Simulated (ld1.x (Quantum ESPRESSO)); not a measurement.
Building the TM potential for Ba (PBEsol, fully relativistic).

| Property | Result |
| --- | --- |
| Element | Ba |
| Generator | ld1.x (Quantum ESPRESSO) 7.5 |
| Type | norm-conserving Troullier–Martins (Kleinman–Bylander form) |
| Functional | PBEsol |
| Relativity | fully relativistic |
| Frozen core | [Kr] 4d10 |
| Valence charge | 10 |
| Reference configuration | 5s2 5p6 5d0 6s2 6p0 |
| Partial waves | 5s (bound): rc 2.18 bohr; 5d (bound, empty): rc 3.25 bohr; 5p (bound): rc 3.10 bohr |
| Local potential | the p channel |
| Core correction | Bessel-smoothed model core inside 1.65 bohr |

Open shells are filled in proportion to 2j + 1 (rel_dist='average').

Occupied shells without a wave of their own: 6s. They enter only through the test configuration that unscreens the potential, and ld1.x also counts them in the model core charge.

Poles of the logarithmic derivatives, all-electron (AE) and pseudo (PS). s: poles at -2.4, 1.7 (AE) and -2.4, 1.8 (PS) Ry. p1/2: poles at -1.4, 2.4 (AE) and -1.3, 2.1 (PS) Ry. p3/2: poles at -1.2, 2.6 (AE) and -1.3, 2.1 (PS) Ry. d3/2: poles at 0.4, 4.2 (AE) and 0.4, 4.0 (PS) Ry. d5/2: poles at 0.4, 4.3 (AE) and 0.4, 4.0 (PS) Ry. Test radius 3.56 bohr.

- Configuration tests: 1 of 7 tests not solved or not reliable; not counted: 5s2 5p6 5d0 6s0 6p1 (solver errors, printed error -2.4 eV)

A Bessel basis up to 400 Ry misses an occupied level by 20.86 Ry, so cutoffs and ghosts were not judged. The potential misses its own reference levels by up to 1.4 eV, so it is not fit for use. ld1.x takes every shell without a wave as core, so the model core holds the 6s electrons as well and exchange and correlation see them twice. This cancels in the reference configuration, but the file is broken for other ones, and its errors say nothing about a proper core correction.
